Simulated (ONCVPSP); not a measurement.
## copper (Cu), ONCV: configuration errors across variants

Cu, optimised norm-conserving Vanderbilt (ONCV), made with ONCVPSP 4.0.1 (PBEsol, scalar-relativistic). Core [Ne], reference 3s2 3p6 3d8 (charge +3). Waves: 3s: rc 1.00 bohr, ncon 4, nbas 7, qcut 11.9 1/bohr, 1 projector; 3p: rc 1.15 bohr, ncon 4, nbas 8, qcut 11.3 1/bohr, 2 projectors, debl 0.7 Ha; 3d: rc 0.70 bohr, ncon 3, nbas 8, qcut 14.2 1/bohr, 2 projectors, debl 1.6 Ha. Local part: polynomial inside 0.60 bohr (lpopt 1, dvloc0 4 Ha). Core correction: none.

In the p channel the program set the typed energies aside and used -4.322, 0.250 Ha. In the d channel the program set the typed energies aside and used -1.796, 0.250 Ha.

All-electron excitation energies from the reference (eV): (1) 3s2 3p6 3d10 4s1 -68.412; (2) 3s2 3p6 3d10 -60.306; (3) 3s2 3p6 3d9 -38.993; (4) 3s2 3p6 3d7 59.674.

Errors AE − PS in meV (a dash: test not solved or not reliable):

```csv
change,(1),(2),(3),(4),bound ghosts,GHOST(+) flags above zero
base,+236,+35,+22,-13,none,none
s: qcut 9.5; p: qcut 9; d: qcut 11.3,+384,+77,+49,-48,none,"p, d"
s: qcut 10.9; p: qcut 10.3; d: qcut 13,+286,+49,+31,-24,none,none
s: qcut 12.2; p: qcut 11.6; d: qcut 14.6,+224,+31,+19,-10,none,none
s: qcut 13.6; p: qcut 12.9; d: qcut 16.2,+179,+20,+12,-2.5,none,none
s: qcut 15.7; p: qcut 14.9; d: qcut 18.7,+116,+11,+6.5,+1.8,none,none
s: qcut 17.5; p: qcut 16.6; d: qcut 20.9,–,+6.7,+4.1,+1.7,none,none
```

(1) Give the same row for: s: qcut 8.2; p: qcut 7.8; d: qcut 9.8.

Answers

(1) +493, +105, +67, -74; bound ghosts: none; GHOST(+) flags above zero: d.
